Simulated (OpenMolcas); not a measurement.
Ni3+ among 4 point charges of -1 e arranged as a tetrahedron (Td).

- Program: OpenMolcas 26.06
- Method: CASSCF
- Basis: ANO-RCC-VTZP [6s5p3d2f1g]
- Scalar Hamiltonian: DKH2, point nucleus
- Active space: 7 electrons in 5 orbitals (3d)
- State averaging: 2S+1 = 4 even, 10 roots; 2S+1 = 2 even, 40 roots
- Spin-orbit coupling: state interaction with AMFI integrals over the reference wave functions

All point charges move together. At R = 1.74 Å the first state of the same spin is 951.8 cm-1, and at R = 2.08 Å it is 413.8 cm-1.

A third run gives 700.5 cm-1. What distance was it run at?

With a power law R^-n the two known points give n = -ln(413.8 / 951.8) / ln(2.08 / 1.74) = 4.67. Then R = 1.74 × (951.8 / 700.5)^(1/4.67) = 1.858 Å. The run was at 1.86 Å, so the estimate is off by -0.002 Å.

Without dynamic correlation the repulsion within the d shell is too large (B by tens of per cent), so at a given field states of lower spin stand too high. The ground term spreads over less than 5000 cm-1, several times less than with real ligands, so orbital moments are less quenched and χT lies further from the spin-only value than at real sites. Spin-orbit coupling mixes the spin-free states strongly: the lowest level takes only 68 % from its leading state, 4A2 (figures for R = 1.74; the like holds for R = 1.86, R = 2.08). Point charges carry no covalency, so the field is a model and not that of real ligands. A group larger than the point group allows holds several states that coincide in this model. No measured value stands beside these numbers.
